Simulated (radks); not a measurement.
Br21+, configuration [Ne] 3s2 3p2.

Method: scalar-relativistic Kohn-Sham, PBEsol, spin-polarised, spherical densities, finite nucleus; open shells are filled with parallel spins first; Fermi nuclear charge, rms radius 4.1629 fm; computed with a radial shooting solver on a logarithmic mesh with Libxc functionals.

Energy parts (eV):
part                       energy
total                  -63602.781
kinetic                 65143.275
electron-nucleus      -139395.801
Hartree                 12350.121
exchange-correlation    -1700.376

Orbitals (lengths in bohr, moments of r in powers of bohr):
\begin{tabular}{lrrrr}
orbital & occ. & eigenvalue (eV) & <r^2> & <r> \\ \hline
1s up & 1 & -14213.74 & 0.002463 & 0.04277 \\
1s down & 1 & -14211.10 & 0.002462 & 0.04276 \\
2s up & 1 & -2606.616 & 0.04128 & 0.1873 \\
2s down & 1 & -2604.345 & 0.04120 & 0.1872 \\
2p up & 3 & -2410.313 & 0.03244 & 0.1631 \\
2p down & 3 & -2407.287 & 0.03240 & 0.1631 \\
3s up & 1 & -955.7605 & 0.2517 & 0.4707 \\
3s down & 1 & -945.0939 & 0.2531 & 0.4719 \\
3p up & 2 & -893.1031 & 0.2434 & 0.4598 \\
3p down & 0 & -882.4831 & 0.2447 & 0.4609 \\
3d up & 0 & -805.1150 & 0.1988 & 0.4147 \\
3d down & 0 & -795.9752 & 0.1987 & 0.4143 \\
4s up & 0 & -484.9173 & 0.9098 & 0.9000 \\
4s down & 0 & -481.1787 & 0.9179 & 0.9040 \\
4p up & 0 & -459.8109 & 0.9234 & 0.9034 \\
4p down & 0 & -456.1619 & 0.9323 & 0.9077 \\
4f up & 0 & -405.6881 & 0.6826 & 0.7816 \\
4f down & 0 & -399.6491 & 0.7018 & 0.7926 \\
\end{tabular}

The highest occupied level is 3p up at -893.10 eV. Summed over all electrons, <r^2> = 1.273 bohr^2, which gives a Langevin (diamagnetic) susceptibility term of -1.01 x 10^-6 cm^3/mol. Spin moment in Bohr magnetons: 2. For comparison, the ionisation energy in NIST's Atomic Spectra Database is 921 eV (semi-empirical). In exact Kohn-Sham theory the highest level is minus the ionisation energy, but local and semilocal functionals leave it too shallow, through self-interaction and a potential that decays too fast; potentials with the right tail come closer.
